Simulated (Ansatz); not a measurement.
The cluster H9Au5⁺, relaxed as a doublet with UKS PBE-D4/def2-SVP in Ansatz, starting from the GFN2-xTB geometry. Force threshold 0.02 eV/Å.

In the def2 sets Au takes a core potential; there is no spin–orbit coupling. In the doublet, H7 and H12 lie 0.84 Å apart (atoms count from 1), so H2 has formed as a molecule. Another isomer (doublet) lies 0.14 eV lower at PBE0-D4/def2-TZVP; other spin states weren't run for this one.

Start:

```xyz
14

Au    0.981   -1.502   -1.388
Au   -0.283    0.618   -0.408
Au   -1.084    2.351    3.485
Au    2.111   -3.737   -2.305
Au   -1.703    2.686    0.641
H    -2.447    3.494    1.562
H     2.793   -4.980   -2.781
H     1.601   -2.300   -2.522
H     0.405   -0.731   -0.196
H    -0.506    1.898    4.751
H    -2.464    3.486   -0.278
H     2.476   -5.131   -1.878
H    -0.954    1.962   -0.556
H    -0.923    1.885    1.872
```

Task: Estimate the energy that the relaxation releases and the steps that it takes.

Result: 85.5 kcal/mol, in 10 steps; 48 s on 4 threads of Arm Neoverse V2 on a shared host. No frequencies were taken in this run, so the end may be a saddle point.

Task: Does the start keep its bonding?

Result: By distances, no bond broke or formed. The bond that changes most is Au4–H7, from 1.49 to 1.81 Å (atoms count from 1).

Task: Predict the relaxed structure.

Result: 
```tsv
atom	x (Å)	y (Å)	z (Å)
Au1	1.075	-1.508	-1.218
Au2	-0.317	0.654	-0.270
Au3	-1.253	2.490	3.339
Au4	2.114	-3.748	-2.409
Au5	-1.785	2.816	0.640
H6	-2.284	3.713	1.933
H7	3.169	-5.214	-2.324
H8	1.517	-2.218	-2.773
H9	0.733	-0.638	0.231
H10	-0.533	1.659	4.496
H11	-2.630	3.846	-0.256
H12	2.390	-5.534	-2.377
H13	-1.349	1.981	-0.830
H14	-0.847	1.701	1.818
```
Bond lengths (bridged metal pairs left out): 13 × Au–H 1.60 to 1.87 Å.
